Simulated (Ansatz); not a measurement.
# Nudged elastic band run: CH9BSeSi2

Input file:

```yaml
crystal:
  periodic: [false, false, false]
  atoms:
    - { symbol: B, position_ang: [-1.101883, 0.206832, 2.569855] }
    - { symbol: Se, position_ang: [0.738014, -0.190326, 2.257702] }
    - { symbol: Si, position_ang: [0.478637, -1.513308, 0.37163] }
    - { symbol: Si, position_ang: [-0.293061, -0.141191, -1.366619] }
    - { symbol: C, position_ang: [0.852828, 1.339453, -1.547776] }
    - { symbol: H, position_ang: [-1.343192, 0.910774, 3.517461] }
    - { symbol: H, position_ang: [-1.969242, -0.231695, 1.856369] }
    - { symbol: H, position_ang: [1.837666, -2.065815, 0.078861] }
    - { symbol: H, position_ang: [-0.439706, -2.646099, 0.69673] }
    - { symbol: H, position_ang: [-0.358761, -0.931832, -2.637312] }
    - { symbol: H, position_ang: [-1.680745, 0.298126, -1.019558] }
    - { symbol: H, position_ang: [0.911814, 1.894556, -0.599226] }
    - { symbol: H, position_ang: [1.869194, 1.01791, -1.821385] }
    - { symbol: H, position_ang: [0.485439, 2.023414, -2.327933] }
basis:
  gaussian: { orbitals: def2-SVP }
hamiltonian:
  xc: pbe0
  dispersion: d4
neb:
  order_check: false
  images: 5
  f_tol: 0.03
  max_iterations: 42
  initial_path: linear
  final_atoms:
    - { symbol: B, position_ang: [-1.18521956, 0.2739661, 2.49956937] }
    - { symbol: Se, position_ang: [0.66776226, -0.12187866, 2.27718088] }
    - { symbol: Si, position_ang: [0.49446044, -1.50696629, 0.42639606] }
    - { symbol: Si, position_ang: [-0.24102162, -0.19517513, -1.37276215] }
    - { symbol: C, position_ang: [0.86972014, 1.31588098, -1.52855361] }
    - { symbol: H, position_ang: [-1.47162547, 1.00635827, 3.41230352] }
    - { symbol: H, position_ang: [-2.01939767, -0.1931681, 1.76467366] }
    - { symbol: H, position_ang: [1.87150131, -2.04373036, 0.19367053] }
    - { symbol: H, position_ang: [-0.41453025, -2.64516521, 0.75752586] }
    - { symbol: H, position_ang: [-0.22507943, -1.01018041, -2.62977171] }
    - { symbol: H, position_ang: [-1.65568609, 0.20857028, -1.09787036] }
    - { symbol: H, position_ang: [1.90696243, 1.01852991, -1.74519258] }
    - { symbol: H, position_ang: [0.52293533, 1.97448456, -2.33926369] }
    - { symbol: H, position_ang: [0.86622016, 1.88927308, -0.58910677] }
```

Command:

```bash
$ ansatz run input.yaml --threads 2 --pin off --max-ram 3072MiB --backend cpu --events-out ev --progress --plain --runs-dir out
```

Output, in part (warnings, iteration lines, the closing report on the highest movable image, with atoms numbered from 0):

```
NEB end point (image 0): max|allowed force component| = 1.327e-2 eV/Å (the criterion of neb.relax_end_points is 1.000e-2)
NEB end point (image 6): max|allowed force component| = 1.207e-2 eV/Å (the criterion of neb.relax_end_points is 1.000e-2)
NEB iter   1: max|band force component| = 7.575e1 eV/Å  barrier→ = 26.3112 eV  barrier← = 26.3110 eV  Δτ_max = 0.2000 Å  (181 SCF iters)
NEB iter   2: max|band force component| = 1.982e1 eV/Å  barrier→ = 6.5689 eV  barrier← = 6.5687 eV  Δτ_max = 0.2000 Å  (154 SCF iters)
NEB iter   3: max|band force component| = 9.100e0 eV/Å  barrier→ = 3.2305 eV  barrier← = 3.2303 eV  Δτ_max = 0.1974 Å  (138 SCF iters)
NEB iter   4: max|band force component| = 2.947e0 eV/Å  barrier→ = 0.9274 eV  barrier← = 0.9272 eV  Δτ_max = 0.1998 Å  (136 SCF iters)
NEB iter   5: max|band force component| = 7.282e-1 eV/Å  barrier→ = 0.1880 eV  barrier← = 0.1878 eV  Δτ_max = 0.1048 Å  (139 SCF iters)
NEB iter   6: max|band force component| = 1.183e-1 eV/Å  barrier→ = 0.0793 eV  barrier← = 0.0791 eV  CI = image 3  Δτ_max = 0.0457 Å  (147 SCF iters)
NEB iter   7: max|band force component| = 8.966e-2 eV/Å  barrier→ = 0.0758 eV  barrier← = 0.0755 eV  CI = image 3  Δτ_max = 0.0255 Å  (146 SCF iters)
NEB iter   8: max|band force component| = 7.396e-2 eV/Å  barrier→ = 0.0742 eV  barrier← = 0.0740 eV  CI = image 3  Δτ_max = 0.0513 Å  (124 SCF iters)
NEB iter   9: max|band force component| = 6.591e-2 eV/Å  barrier→ = 0.0728 eV  barrier← = 0.0725 eV  CI = image 3  Δτ_max = 0.0316 Å  (146 SCF iters)
NEB iter  10: max|band force component| = 3.314e-2 eV/Å  barrier→ = 0.0721 eV  barrier← = 0.0718 eV  CI = image 3  Δτ_max = 0.0430 Å  (136 SCF iters)
NEB iter  11: max|band force component| = 5.640e-2 eV/Å  barrier→ = 0.0717 eV  barrier← = 0.0715 eV  CI = image 3  Δτ_max = 0.0155 Å  (136 SCF iters)
NEB iter  12: max|band force component| = 3.154e-2 eV/Å  barrier→ = 0.0716 eV  barrier← = 0.0714 eV  CI = image 3  Δτ_max = 0.0216 Å  (117 SCF iters)
NEB iter  13: max|band force component| = 3.027e-2 eV/Å  barrier→ = 0.0714 eV  barrier← = 0.0712 eV  CI = image 3  Δτ_max = 0.0216 Å  (116 SCF iters)
NEB iter  14: max|band force component| = 3.058e-2 eV/Å  barrier→ = 0.0712 eV  barrier← = 0.0710 eV  CI = image 3  Δτ_max = 0.0108 Å  (124 SCF iters)
NEB iter  15: max|band force component| = 2.819e-2 eV/Å  barrier→ = 0.0711 eV  barrier← = 0.0708 eV  CI = image 3  Δτ_max = 0.0108 Å  (118 SCF iters)
NEB iter  16: max|band force component| = 2.858e-2 eV/Å  barrier→ = 0.0710 eV  barrier← = 0.0707 eV  CI = image 3  Δτ_max = 0.0000 Å  (157 SCF iters)
Total energy: -82935.10541700 eV, -3047.8089086414 hartree
Atom 0 at    -1.322175     0.358250     2.464841 Å, force    -0.006436    -0.000802     0.003834 eV/Å
Atom 1 at     0.542079    -0.018542     2.315534 Å, force     0.002357    -0.002618    -0.001157 eV/Å
Atom 2 at     0.438645    -1.475374     0.515423 Å, force     0.001527    -0.001585    -0.001429 eV/Å
Atom 3 at    -0.178933    -0.230944    -1.372328 Å, force    -0.001763     0.001614     0.003467 eV/Å
Atom 4 at     0.995509     1.239920    -1.574509 Å, force    -0.004415     0.001062     0.002355 eV/Å
Atom 5 at    -1.647690     1.115415     3.343834 Å, force     0.002308     0.002935    -0.003878 eV/Å
Atom 6 at    -2.126264    -0.146437     1.721228 Å, force     0.002402     0.002072    -0.001418 eV/Å
Atom 7 at     1.820564    -2.030397     0.372341 Å, force     0.000265    -0.000310    -0.000725 eV/Å
Atom 8 at    -0.497545    -2.591525     0.845798 Å, force     0.000315    -0.000623     0.000525 eV/Å
Atom 9 at    -0.155460    -1.118633    -2.579134 Å, force     0.001892     0.000854    -0.000779 eV/Å
Atom 10 at    -1.590716     0.223822    -1.172941 Å, force    -0.000677    -0.001837    -0.000592 eV/Å
Atom 11 at     1.782588     1.238927    -0.805807 Å, force     0.002960    -0.000976     0.003689 eV/Å
Atom 12 at     1.481297     1.218503    -2.561031 Å, force     0.000001    -0.000356    -0.002458 eV/Å
Atom 13 at     0.445103     2.187813    -1.484449 Å, force    -0.000734     0.000572    -0.001432 eV/Å
Dipole moment:     0.092086     0.020972    -0.280748 e Å
```

It converged. The band force fell under the threshold earlier too, but the program's further tests of the path sent the band on. Another band between the same ends (5 images) ends at a top of the same energy, where a vibrational analysis finds 1 clearly imaginary mode.

Final band (atoms are numbered from 1 in the order of the input):

```
image  path coordinate (Å)  energy (kcal/mol)  dihedral Si3–Si4–C5–H13 (°)
    0                 0.00                0.0                           62
    1                 0.63                0.3                           80
    2                 1.26                1.2                          101
    3                 1.89                1.6                          123
    4                 2.50                1.2                          144
    5                 3.12                0.4                          164
    6                 3.73                0.0                         -178
```

Run time: 7.8 min on 2 threads of Arm Neoverse V1, with other jobs on the host, peak memory 0.4 GiB.
